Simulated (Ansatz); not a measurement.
Born–Oppenheimer molecular dynamics of BClFH5Si (9 atoms, charge 0, multiplicity 1). It starts at the highest image of a converged band. Of that band: Neighbouring images differ by up to 2.5 eV, so the band resolves the path poorly. A vibrational analysis at the climbing image gives one clearly imaginary mode, 1436i cm⁻¹: a first-order saddle point.

Method: RHF/def2-SVP in Ansatz.

```yaml
ensemble: NVE (velocity Verlet)
time_step: 0.5 fs
steps_asked: 200
starting_velocities_drawn_for: 100 K
seed: 7593
```

Frames 1 fs apart, positions in Å, forces in eV/Å.

Velocities at 50 fs (Å/ps):

```
B 2.53 12.99 -26.51
H -26.85 34.08 -109.00
Cl -2.60 5.72 3.95
F -0.09 7.11 6.40
Si 2.26 -19.31 3.05
H -5.79 22.23 18.25
H 27.58 13.12 -14.95
H -2.13 6.04 7.51
H 10.19 -11.74 37.94
```

```xyz
9
Properties=species:S:1:pos:R:3:forces:R:3 time_fs=50 energy_less_start_eV=-2.074 T=2392
B -0.291 0.849 -0.306 -0.87 -0.77 1.31
H -0.391 1.999 0.012 -0.25 -0.27 -0.27
Cl 1.015 0.150 -1.127 2.15 0.25 -1.55
F -1.085 -0.121 0.101 -1.15 1.51 0.36
Si 0.580 -2.704 0.915 -0.91 0.19 0.17
H -0.327 -2.234 -0.178 0.47 -0.43 0.34
H 1.810 -3.290 0.298 0.04 0.50 0.37
H -0.137 -3.864 1.539 0.25 0.29 0.22
H 0.719 -1.521 1.942 0.26 -1.27 -0.95
9
Properties=species:S:1:pos:R:3:forces:R:3 time_fs=51 energy_less_start_eV=-2.027 T=2341
B -0.289 0.862 -0.332 -1.62 -0.88 1.49
H -0.419 2.032 -0.098 -0.24 -0.40 -0.14
Cl 1.012 0.156 -1.124 2.52 0.02 -1.69
F -1.086 -0.113 0.108 -0.76 1.98 0.21
Si 0.582 -2.723 0.918 -0.57 0.76 0.19
H -0.331 -2.214 -0.158 0.53 -0.54 0.36
H 1.838 -3.275 0.285 -0.26 0.49 0.48
H -0.138 -3.857 1.547 0.18 -0.01 0.25
H 0.730 -1.539 1.975 0.23 -1.42 -1.14
9
Properties=species:S:1:pos:R:3:forces:R:3 time_fs=52 energy_less_start_eV=-1.988 T=2297
B -0.288 0.874 -0.356 -2.29 -0.85 1.60
H -0.449 2.061 -0.209 -0.22 -0.61 0.00
Cl 1.011 0.162 -1.121 2.84 -0.20 -1.79
F -1.086 -0.105 0.114 -0.44 2.35 0.06
Si 0.584 -2.742 0.921 -0.21 1.20 0.19
H -0.329 -2.199 -0.135 0.50 -0.59 0.30
H 1.863 -3.255 0.276 -0.48 0.42 0.55
H -0.137 -3.849 1.558 0.08 -0.32 0.28
H 0.744 -1.571 1.997 0.21 -1.41 -1.19
9
Properties=species:S:1:pos:R:3:forces:R:3 time_fs=53 energy_less_start_eV=-1.969 T=2276
B -0.290 0.885 -0.380 -2.84 -0.76 1.61
H -0.481 2.083 -0.321 -0.18 -0.83 0.16
Cl 1.010 0.167 -1.118 3.11 -0.37 -1.83
F -1.087 -0.095 0.121 -0.19 2.63 -0.07
Si 0.585 -2.760 0.924 0.12 1.44 0.21
H -0.323 -2.190 -0.108 0.39 -0.58 0.16
H 1.883 -3.231 0.273 -0.62 0.30 0.57
H -0.136 -3.845 1.572 0.00 -0.59 0.29
H 0.760 -1.615 2.008 0.20 -1.23 -1.10
9
Properties=species:S:1:pos:R:3:forces:R:3 time_fs=54 energy_less_start_eV=-1.970 T=2277
B -0.293 0.895 -0.401 -3.23 -0.67 1.52
H -0.516 2.098 -0.431 -0.13 -1.02 0.35
Cl 1.010 0.173 -1.115 3.28 -0.50 -1.81
F -1.088 -0.084 0.128 0.00 2.82 -0.18
Si 0.587 -2.779 0.928 0.37 1.43 0.24
H -0.313 -2.186 -0.081 0.21 -0.52 -0.05
H 1.898 -3.204 0.275 -0.65 0.14 0.52
H -0.134 -3.847 1.588 -0.04 -0.77 0.26
H 0.777 -1.672 2.009 0.20 -0.91 -0.86
9
Properties=species:S:1:pos:R:3:forces:R:3 time_fs=55 energy_less_start_eV=-1.979 T=2287
B -0.300 0.905 -0.422 -3.46 -0.66 1.34
H -0.551 2.104 -0.537 -0.08 -1.12 0.54
Cl 1.011 0.178 -1.114 3.34 -0.56 -1.73
F -1.089 -0.071 0.134 0.12 2.93 -0.26
Si 0.589 -2.796 0.931 0.48 1.13 0.27
H -0.301 -2.187 -0.054 -0.02 -0.40 -0.28
H 1.906 -3.175 0.283 -0.58 -0.05 0.42
H -0.133 -3.856 1.607 -0.01 -0.83 0.16
H 0.796 -1.737 2.001 0.22 -0.43 -0.46
9
Properties=species:S:1:pos:R:3:forces:R:3 time_fs=56 energy_less_start_eV=-1.975 T=2282
B -0.310 0.914 -0.441 -3.49 -0.77 1.08
H -0.587 2.098 -0.638 -0.06 -1.11 0.72
Cl 1.013 0.184 -1.112 3.29 -0.56 -1.59
F -1.091 -0.057 0.141 0.18 2.97 -0.31
Si 0.591 -2.813 0.934 0.41 0.57 0.25
H -0.289 -2.192 -0.029 -0.26 -0.27 -0.51
H 1.909 -3.148 0.294 -0.42 -0.25 0.26
H -0.132 -3.873 1.627 0.07 -0.77 -0.01
H 0.818 -1.807 1.989 0.27 0.19 0.11
9
Properties=species:S:1:pos:R:3:forces:R:3 time_fs=57 energy_less_start_eV=-1.947 T=2252
B -0.323 0.923 -0.459 -3.32 -1.00 0.79
H -0.624 2.083 -0.733 -0.06 -0.97 0.86
Cl 1.015 0.189 -1.111 3.13 -0.48 -1.41
F -1.091 -0.042 0.147 0.19 2.95 -0.33
Si 0.594 -2.830 0.938 0.18 -0.11 0.15
H -0.280 -2.200 -0.009 -0.46 -0.14 -0.67
H 1.908 -3.122 0.308 -0.18 -0.45 0.06
H -0.130 -3.897 1.648 0.19 -0.62 -0.22
H 0.842 -1.874 1.978 0.34 0.84 0.76
9
Properties=species:S:1:pos:R:3:forces:R:3 time_fs=58 energy_less_start_eV=-1.915 T=2216
B -0.339 0.930 -0.476 -2.98 -1.33 0.49
H -0.661 2.057 -0.819 -0.09 -0.73 0.94
Cl 1.019 0.194 -1.111 2.88 -0.35 -1.19
F -1.092 -0.025 0.153 0.14 2.86 -0.32
Si 0.596 -2.848 0.942 -0.16 -0.67 0.07
H -0.275 -2.209 0.004 -0.57 -0.07 -0.71
H 1.905 -3.101 0.322 0.08 -0.63 -0.16
H -0.127 -3.926 1.666 0.31 -0.43 -0.42
H 0.869 -1.934 1.974 0.39 1.35 1.31
9
Properties=species:S:1:pos:R:3:forces:R:3 time_fs=59 energy_less_start_eV=-1.916 T=2218
B -0.358 0.937 -0.494 -2.49 -1.71 0.22
H -0.699 2.025 -0.896 -0.15 -0.40 0.95
Cl 1.023 0.199 -1.111 2.55 -0.18 -0.97
F -1.093 -0.006 0.159 0.05 2.70 -0.27
Si 0.599 -2.865 0.945 -0.48 -0.89 0.13
H -0.275 -2.218 0.010 -0.56 -0.07 -0.62
H 1.903 -3.086 0.335 0.31 -0.76 -0.35
H -0.120 -3.961 1.680 0.42 -0.23 -0.60
H 0.900 -1.980 1.983 0.35 1.54 1.52
9
Properties=species:S:1:pos:R:3:forces:R:3 time_fs=60 energy_less_start_eV=-1.971 T=2279
B -0.379 0.942 -0.510 -1.89 -2.06 -0.03
H -0.739 1.990 -0.965 -0.22 -0.05 0.90
Cl 1.028 0.204 -1.111 2.18 0.01 -0.76
F -1.094 0.013 0.164 -0.10 2.48 -0.18
Si 0.601 -2.882 0.949 -0.65 -0.71 0.41
H -0.281 -2.229 0.011 -0.44 -0.13 -0.42
H 1.904 -3.079 0.344 0.43 -0.84 -0.49
H -0.110 -3.997 1.688 0.49 -0.05 -0.73
H 0.935 -2.013 2.006 0.20 1.35 1.29
9
Properties=species:S:1:pos:R:3:forces:R:3 time_fs=61 energy_less_start_eV=-2.056 T=2372
B -0.401 0.945 -0.527 -1.23 -2.31 -0.26
H -0.781 1.953 -1.024 -0.29 0.26 0.79
Cl 1.034 0.209 -1.111 1.78 0.21 -0.56
F -1.095 0.034 0.170 -0.29 2.19 -0.04
Si 0.603 -2.900 0.953 -0.59 -0.25 0.82
H -0.290 -2.240 0.008 -0.25 -0.23 -0.15
H 1.909 -3.079 0.349 0.42 -0.85 -0.54
H -0.094 -4.033 1.689 0.51 0.08 -0.79
H 0.971 -2.032 2.041 -0.07 0.90 0.73
```

Of the whole run (100 fs, mean temperature of the second half 2532 K): The conserved energy stayed within 0.47 meV per atom of its start (net change -0.09 meV per atom), so the integration is sound. The kinetic energy rose, since the run started high on the potential surface and went downhill. It ends in pieces (BClFH + H4Si), so much of that is their flight and rotation, not heat. A run of 0.1 ps of so small a system gives no equilibrium averages. The orbitals stay closed-shell, which can raise the energy where a bond breaks towards radicals; this wasn't checked here.

Time of the run: 4.1 min on 1 thread of Arm Neoverse V2, with other jobs on the host, peak memory 0.16 GiB.
